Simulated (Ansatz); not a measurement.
Molecular dynamics of CH2ClFOSi

The input (input.yaml):

```yaml
crystal:
  periodic: [false, false, false]
  atoms:
    - { symbol: F, position_ang: [-1.391826, -1.552653, 0.987985] }
    - { symbol: Si, position_ang: [-0.807546, -0.009924, 0.964382] }
    - { symbol: O, position_ang: [1.109051, -0.230803, 0.130768] }
    - { symbol: C, position_ang: [0.157307, 0.216335, -0.69779] }
    - { symbol: Cl, position_ang: [0.387757, 1.862303, -1.352594] }
    - { symbol: H, position_ang: [0.739904, 0.136705, 1.423005] }
    - { symbol: H, position_ang: [-0.133447, -0.490063, -1.501555] }
basis:
  gaussian: { orbitals: cc-pVDZ }
hamiltonian:
  xc: lda
md:
  timestep: 0.5
  n_steps: 200
  ensemble: nve
  temperature: 100.0
  initial_velocities: maxwell_boltzmann
  seed: 9831
```

Launched with:

```bash
$ ansatz run input.yaml --threads 2 --pin off --max-ram 3072MiB --backend cpu --events-out ev --progress --plain --runs-dir out
```

It starts at the highest image of a converged band, a first-order saddle point between two minima.

Output, in part (one step line in 4, the closing report, with atoms numbered from 0):

```
md step     0: t =     0.00 fs  T =   100.0 K  F+E_penalty+E_count = -26119.65769806 eV  E_kin = 0.064630 eV  conserved = -26119.59306806 eV  (28 SCF iters)
md step     4: t =     2.00 fs  T =    95.8 K  F+E_penalty+E_count = -26119.65498031 eV  E_kin = 0.061928 eV  conserved = -26119.59305190 eV  (33 SCF iters)
md step     8: t =     4.00 fs  T =    88.0 K  F+E_penalty+E_count = -26119.64992449 eV  E_kin = 0.056888 eV  conserved = -26119.59303668 eV  (33 SCF iters)
md step    12: t =     6.00 fs  T =    83.2 K  F+E_penalty+E_count = -26119.64675548 eV  E_kin = 0.053745 eV  conserved = -26119.59301086 eV  (33 SCF iters)
md step    16: t =     8.00 fs  T =    92.1 K  F+E_penalty+E_count = -26119.65250415 eV  E_kin = 0.059545 eV  conserved = -26119.59295947 eV  (31 SCF iters)
md step    20: t =    10.00 fs  T =   134.8 K  F+E_penalty+E_count = -26119.68003125 eV  E_kin = 0.087141 eV  conserved = -26119.59289035 eV  (31 SCF iters)
md step    24: t =    12.00 fs  T =   239.1 K  F+E_penalty+E_count = -26119.74738761 eV  E_kin = 0.154542 eV  conserved = -26119.59284551 eV  (30 SCF iters)
md step    28: t =    14.00 fs  T =   410.7 K  F+E_penalty+E_count = -26119.85899497 eV  E_kin = 0.265447 eV  conserved = -26119.59354834 eV  (29 SCF iters)
md step    32: t =    16.00 fs  T =   443.0 K  F+E_penalty+E_count = -26119.88029890 eV  E_kin = 0.286335 eV  conserved = -26119.59396403 eV  (29 SCF iters)
md step    36: t =    18.00 fs  T =   498.7 K  F+E_penalty+E_count = -26119.91519712 eV  E_kin = 0.322331 eV  conserved = -26119.59286627 eV  (31 SCF iters)
md step    40: t =    20.00 fs  T =   693.8 K  F+E_penalty+E_count = -26120.04333171 eV  E_kin = 0.448403 eV  conserved = -26119.59492849 eV  (30 SCF iters)
md step    44: t =    22.00 fs  T =   529.5 K  F+E_penalty+E_count = -26119.93478565 eV  E_kin = 0.342222 eV  conserved = -26119.59256342 eV  (31 SCF iters)
md step    48: t =    24.00 fs  T =   663.4 K  F+E_penalty+E_count = -26120.02198058 eV  E_kin = 0.428738 eV  conserved = -26119.59324278 eV  (30 SCF iters)
md step    52: t =    26.00 fs  T =   837.9 K  F+E_penalty+E_count = -26120.13706592 eV  E_kin = 0.541520 eV  conserved = -26119.59554619 eV  (30 SCF iters)
md step    56: t =    28.00 fs  T =   714.7 K  F+E_penalty+E_count = -26120.05417436 eV  E_kin = 0.461937 eV  conserved = -26119.59223742 eV  (28 SCF iters)
md step    60: t =    30.00 fs  T =   768.9 K  F+E_penalty+E_count = -26120.09203499 eV  E_kin = 0.496939 eV  conserved = -26119.59509614 eV  (30 SCF iters)
md step    64: t =    32.00 fs  T =   484.2 K  F+E_penalty+E_count = -26119.90516297 eV  E_kin = 0.312942 eV  conserved = -26119.59222073 eV  (31 SCF iters)
md step    68: t =    34.00 fs  T =   632.3 K  F+E_penalty+E_count = -26120.00240674 eV  E_kin = 0.408676 eV  conserved = -26119.59373061 eV  (30 SCF iters)
md step    72: t =    36.00 fs  T =   712.3 K  F+E_penalty+E_count = -26120.05561850 eV  E_kin = 0.460352 eV  conserved = -26119.59526619 eV  (30 SCF iters)
md step    76: t =    38.00 fs  T =   631.0 K  F+E_penalty+E_count = -26120.00082059 eV  E_kin = 0.407813 eV  conserved = -26119.59300734 eV  (30 SCF iters)
md step    80: t =    40.00 fs  T =   730.5 K  F+E_penalty+E_count = -26120.06688901 eV  E_kin = 0.472099 eV  conserved = -26119.59479001 eV  (30 SCF iters)
md step    84: t =    42.00 fs  T =   511.4 K  F+E_penalty+E_count = -26119.92274282 eV  E_kin = 0.330542 eV  conserved = -26119.59220070 eV  (30 SCF iters)
md step    88: t =    44.00 fs  T =   702.9 K  F+E_penalty+E_count = -26120.04862358 eV  E_kin = 0.454316 eV  conserved = -26119.59430748 eV  (30 SCF iters)
md step    92: t =    46.00 fs  T =   667.9 K  F+E_penalty+E_count = -26120.02562933 eV  E_kin = 0.431648 eV  conserved = -26119.59398127 eV  (30 SCF iters)
md step    96: t =    48.00 fs  T =   676.4 K  F+E_penalty+E_count = -26120.03180750 eV  E_kin = 0.437158 eV  conserved = -26119.59464946 eV  (30 SCF iters)
md step   100: t =    50.00 fs  T =   630.5 K  F+E_penalty+E_count = -26120.00144157 eV  E_kin = 0.407486 eV  conserved = -26119.59395520 eV  (30 SCF iters)
md step   104: t =    52.00 fs  T =   434.8 K  F+E_penalty+E_count = -26119.87320953 eV  E_kin = 0.280992 eV  conserved = -26119.59221721 eV  (30 SCF iters)
md step   108: t =    54.00 fs  T =   645.1 K  F+E_penalty+E_count = -26120.01192862 eV  E_kin = 0.416916 eV  conserved = -26119.59501279 eV  (30 SCF iters)
md step   112: t =    56.00 fs  T =   516.4 K  F+E_penalty+E_count = -26119.92594833 eV  E_kin = 0.333778 eV  conserved = -26119.59217062 eV  (30 SCF iters)
md step   116: t =    58.00 fs  T =   668.3 K  F+E_penalty+E_count = -26120.02768611 eV  E_kin = 0.431906 eV  conserved = -26119.59578044 eV  (29 SCF iters)
md step   120: t =    60.00 fs  T =   552.1 K  F+E_penalty+E_count = -26119.95012413 eV  E_kin = 0.356817 eV  conserved = -26119.59330733 eV  (30 SCF iters)
md step   124: t =    62.00 fs  T =   472.6 K  F+E_penalty+E_count = -26119.89786288 eV  E_kin = 0.305461 eV  conserved = -26119.59240213 eV  (31 SCF iters)
md step   128: t =    64.00 fs  T =   727.9 K  F+E_penalty+E_count = -26120.06643104 eV  E_kin = 0.470437 eV  conserved = -26119.59599450 eV  (30 SCF iters)
md step   132: t =    66.00 fs  T =   510.4 K  F+E_penalty+E_count = -26119.92077277 eV  E_kin = 0.329862 eV  conserved = -26119.59091034 eV  (30 SCF iters)
md step   136: t =    68.00 fs  T =   735.8 K  F+E_penalty+E_count = -26120.07179906 eV  E_kin = 0.475532 eV  conserved = -26119.59626674 eV  (30 SCF iters)
md step   140: t =    70.00 fs  T =   568.4 K  F+E_penalty+E_count = -26119.95998714 eV  E_kin = 0.367357 eV  conserved = -26119.59263031 eV  (31 SCF iters)
md step   144: t =    72.00 fs  T =   646.8 K  F+E_penalty+E_count = -26120.01093378 eV  E_kin = 0.418029 eV  conserved = -26119.59290522 eV  (31 SCF iters)
md step   148: t =    74.00 fs  T =   879.4 K  F+E_penalty+E_count = -26120.16464832 eV  E_kin = 0.568363 eV  conserved = -26119.59628517 eV  (31 SCF iters)
md step   152: t =    76.00 fs  T =   717.8 K  F+E_penalty+E_count = -26120.05560468 eV  E_kin = 0.463930 eV  conserved = -26119.59167465 eV  (30 SCF iters)
md step   156: t =    78.00 fs  T =   843.9 K  F+E_penalty+E_count = -26120.14101416 eV  E_kin = 0.545409 eV  conserved = -26119.59560483 eV  (31 SCF iters)
md step   160: t =    80.00 fs  T =   531.0 K  F+E_penalty+E_count = -26119.93532633 eV  E_kin = 0.343165 eV  conserved = -26119.59216130 eV  (31 SCF iters)
md step   164: t =    82.00 fs  T =   642.3 K  F+E_penalty+E_count = -26120.00901903 eV  E_kin = 0.415093 eV  conserved = -26119.59392641 eV  (31 SCF iters)
md step   168: t =    84.00 fs  T =   636.3 K  F+E_penalty+E_count = -26120.00574431 eV  E_kin = 0.411229 eV  conserved = -26119.59451506 eV  (31 SCF iters)
md step   172: t =    86.00 fs  T =   648.9 K  F+E_penalty+E_count = -26120.01384270 eV  E_kin = 0.419408 eV  conserved = -26119.59443468 eV  (29 SCF iters)
md step   176: t =    88.00 fs  T =   671.4 K  F+E_penalty+E_count = -26120.02812406 eV  E_kin = 0.433945 eV  conserved = -26119.59417857 eV  (30 SCF iters)
md step   180: t =    90.00 fs  T =   502.8 K  F+E_penalty+E_count = -26119.91719479 eV  E_kin = 0.324979 eV  conserved = -26119.59221539 eV  (31 SCF iters)
md step   184: t =    92.00 fs  T =   732.4 K  F+E_penalty+E_count = -26120.06905750 eV  E_kin = 0.473376 eV  conserved = -26119.59568161 eV  (30 SCF iters)
md step   188: t =    94.00 fs  T =   488.6 K  F+E_penalty+E_count = -26119.90756578 eV  E_kin = 0.315750 eV  conserved = -26119.59181555 eV  (30 SCF iters)
md step   192: t =    96.00 fs  T =   583.4 K  F+E_penalty+E_count = -26119.97300785 eV  E_kin = 0.377032 eV  conserved = -26119.59597632 eV  (30 SCF iters)
md step   196: t =    98.00 fs  T =   399.7 K  F+E_penalty+E_count = -26119.85135733 eV  E_kin = 0.258331 eV  conserved = -26119.59302638 eV  (30 SCF iters)
md step   200: t =   100.00 fs  T =   316.1 K  F+E_penalty+E_count = -26119.79677990 eV  E_kin = 0.204265 eV  conserved = -26119.59251444 eV  (29 SCF iters)
Total energy: -26119.79680792 eV, -959.8848280568 hartree
Atom 0 at    -1.290689    -1.463868     0.641866 Å, force     0.124336     0.038445     0.579021 eV/Å
Atom 1 at    -0.832289     0.113696     1.080511 Å, force     0.450136    -0.657258    -1.038610 eV/Å
Atom 2 at     1.299481    -0.274505     0.295445 Å, force    -1.909038    -2.155706    -0.890288 eV/Å
Atom 3 at     0.166818     0.197088    -0.595088 Å, force    -0.375716    -0.113587     0.421084 eV/Å
Atom 4 at     0.249899     1.784489    -1.335290 Å, force     0.849149     0.384259     0.220558 eV/Å
Atom 5 at     1.057858    -1.323880     0.230794 Å, force     0.917712     2.726026     0.266220 eV/Å
Atom 6 at     0.044263    -0.487576    -1.467523 Å, force    -0.056579    -0.222178     0.442015 eV/Å
Dipole moment:     0.040315    -0.271104    -0.068403 e Å
```

The run went to its last step. The conserved energy stayed within 0.49 meV per atom of its start (net change 0.079 meV per atom), so the integration is sound. The system heated up, since it started high on the potential surface and ran downhill. A run of 0.1 ps of so small a system gives no equilibrium averages. The orbitals stay closed-shell, which can raise the energy where a bond breaks towards radicals; this wasn't checked here.

The step under study would form O3–H6 and break Si2–H6. These pairs go: O3–H6 1.39 → 1.08 Å, Si2–H6 1.62 → 2.52 Å. In the last frame they stand as after the step (other bonds may differ from the relaxed reactants and products). It ends as one piece, CH2ClFOSi. Pairs count as bonded within 1.25 times the sum of covalent radii (0.12 Å more for H–H).

Last frame:

```xyz
7
Properties=species:S:1:pos:R:3
F -1.291 -1.464 0.642
Si -0.832 0.114 1.081
O 1.300 -0.275 0.295
C 0.167 0.197 -0.595
Cl 0.250 1.784 -1.335
H 1.058 -1.324 0.231
H 0.044 -0.488 -1.468
```

Run time: 3.2 min on 2 threads of Arm Neoverse V1 (shared host), peak memory 0.12 GiB.
